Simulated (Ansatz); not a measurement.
Cost and result up the ladder for the cluster Cu₅H₄ (the lowest doublet isomer of a short search) (9 atoms). The state is a doublet with charge 0. Geometry: B3LYP-D4/def2-SVP.

Cartesian coordinates in Å:
```
Cu 0.969 -0.621 1.264
Cu 1.251 -0.353 -1.109
Cu -1.055 0.306 -1.313
Cu 0.441 1.624 0.236
Cu -1.338 0.037 1.065
H -2.286 0.385 -0.229
H 0.206 0.010 -2.322
H 2.153 -0.882 0.157
H -0.339 -0.506 2.249
```

Ansatz on 4 threads of Arm Neoverse V2 on a shared host. Times are rough, and most runs start from the orbitals of an earlier one. PBE0-D4/def2-TZVP serves as the yardstick here, not as an exact answer. Differences are given only for rows in sets of like size (and for xTB, whose basis is part of the method), since another set adds its own error. Binding counts from free atoms at the same level (Cu doublet, H doublet; other spins of the atoms weren't run), without zero-point energy or a counterpoise term.

Correlated methods freeze 45 core orbitals. No other spin state of charge 0 was run. The structure comes from a short search, and lower isomers may exist.

Run but left out: HF/STO-3G (⟨S²⟩ 7.09, where a pure state has 0.75).

Correlated methods converge slowly with the basis.

| level | functions | wall time | binding energy per atom (eV) | difference from PBE0-D4/def2-TZVP (eV) |
| --- | --- | --- | --- | --- |
| LDA (SPW92)/def2-TZVP | 249 | 5.5 s | 2.63 | 0.56 |
| PBE-D4/def2-SVP | 175 | 7 s | 2.53 | – |
| PBE-D4/def2-TZVP (with forces) | 249 | 10 s | 2.22 | 0.15 |
| revPBE-D4/def2-TZVP | 249 | 11 s | 2.13 | 0.06 |
| PBE0-D4/def2-SVP | 175 | 12 s | 2.29 | – |
| MP2/def2-TZVP | 249 | 20 s | 2.03 | -0.04 |
| PBE0-D4/def2-TZVP | 249 | 22 s | 2.07 | 0.00 |
| r2SCAN-D4/def2-TZVP | 249 | 26 s | 2.30 | 0.23 |
| r2SCANh-D4/def2-TZVP | 249 | 32 s | 2.22 | 0.16 |
